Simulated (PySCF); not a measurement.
Scan of Si₃, singlet: symmetric bend, bond length relaxed. Scanned: Si-Si-Si angle. Other coordinates (Si-Si bond length) were minimised at B3LYP/def2-TZVP.

The free coordinates were minimised at B3LYP/def2-TZVP in PySCF; the energy column is CCSD(T) on RHF/cc-pVTZ, 15 core orbitals frozen (PySCF), in kJ/mol.

```
a / °  Si-Si bond length / Å      E
-----  ---------------------  -----
180                    2.174  64.47
170                    2.174  64.11
160                    2.173  63.00
150                    2.171  60.85
140                    2.169  57.28
130                    2.167  51.81
120                    2.164  43.93
110                    2.162  33.34
100                    2.162  20.56
90                     2.167   7.75
80                     2.181   0.00
```
